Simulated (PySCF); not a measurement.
Compound: C7H5FO.
Cartesian coordinates in Å at the GFN2-xTB level; atoms count from 1:
```xyz
14
C7H5FO angstrom
C      2.7375   -0.5854    0.5064
C      1.6906   -0.4664   -0.0596
C      0.3917   -0.3155   -0.7098
C     -0.0335    1.1351   -0.6941
C     -1.0395    1.5744    0.0475
O     -1.8528    0.7999    0.8183
C     -1.6464   -0.5431    0.7327
C     -0.6615   -1.0923    0.0347
F     -0.5624   -2.4390   -0.0323
H      3.6636   -0.6953    0.9866
H      0.4817   -0.6920   -1.7398
H      0.5478    1.8238   -1.2836
H     -1.3347    2.6116    0.0973
H     -2.3827   -1.1162    1.2735
```

Vertical excitations from PySCF (density fitting, frozen core in the response, grid level 2 and gas phase unless stated; continuum runs use non-equilibrium linear response for the excitations) on a GFN2-xTB geometry. Reference run:

| settings | S1, eV (f) | S2, eV (f) | S3, eV (f) | S4, eV (f) | S5, eV (f) | S6, eV (f) | T1, eV (Tamm–Dancoff) | mean α (au) |
| --- | --- | --- | --- | --- | --- | --- | --- | --- |
| KT2/def2-SVPD, energy threshold 1e-06 Eh, damping 0.3 at the start, DIIS from the seventh cycle, TDA, 25 singlets | 4.70 (0.021) | 5.42 (0.002) | 5.48 (0.001) | 5.55 (0.012) | 5.73 (0.063) | 5.92 (0.011) | 3.70 | 83.5 |

Q: What do these settings give: PBE/pcSseg-0, fitting basis def2-universal-jkfit, full TDDFT, 1 singlet?

A: 
```
                                                               settings    S1, eV (f)  S2, eV (f)  S3, eV (f)  S4, eV (f)  S5, eV (f)  S6, eV (f)  T1, eV (Tamm–Dancoff)  mean α (au)
PBE/pcSseg-0, fitting basis def2-universal-jkfit, full TDDFT, 1 singlet  4.72 (0.026)           –           –           –           –           –                   3.74         63.5
```

S1 moves by +0.02 eV; functional, basis and response scheme change together, so the shift can't be laid on one. States are counted by energy in each run and needn't keep their character from row to row.

KT2 was designed for NMR shieldings or shifts; total energies of different functionals aren't comparable.

Q: Give the leading configurations of S1 (H = HOMO, L = LUMO) and the HOMO–LUMO gap of each run.

A: 
```
                                                                                                         settings  S1 configurations (weight)  S1 (eV)  orbital gap (eV)  S1 − gap (eV)
KT2/def2-SVPD, energy threshold 1e-06 Eh, damping 0.3 at the start, DIIS from the seventh cycle, TDA, 25 singlets                    H→L 0.92     4.70              4.21          +0.49
                                          PBE/pcSseg-0, fitting basis def2-universal-jkfit, full TDDFT, 1 singlet                    H→L 0.94     4.72              4.20          +0.52
```

